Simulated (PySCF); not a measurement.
The same groups moved round the core (benzothiophene cyano+boryl). Gas-phase values, no solvent. One relaxed conformer stands for each flexible species; it need not be the lowest. Strings in code marks are SMILES.

The numbers are results of PBE-D3(BJ)/def2-TZVP // r2SCAN-D4/def2-SVP (PySCF), not measurements. Excitations are Tamm–Dancoff values on a coarser integration grid. The basis has no diffuse functions, so Rydberg states are missing or too high.

```tsv
species	HOMO (eV)	S1 excitation (TDA) (eV)	T1 excitation (TDA) (eV)
`Bc1c(C#N)ccc2ccsc12`	-6.16	2.90	2.30
`Bc1c(C#N)ccc2sccc12`	-6.23	3.01	2.40
`Bc1c(C#N)sc2ccccc12`	-6.32	3.12	2.34
`N#Cc1cc(B)cc2ccsc21`	-6.23	3.28	2.71
`Bc1cc2sccc2cc1C#N`	-6.27	3.30	2.64
`c1(B)c2c(ccs2)c(cc1)C#N`	-6.17	2.81	2.21
```
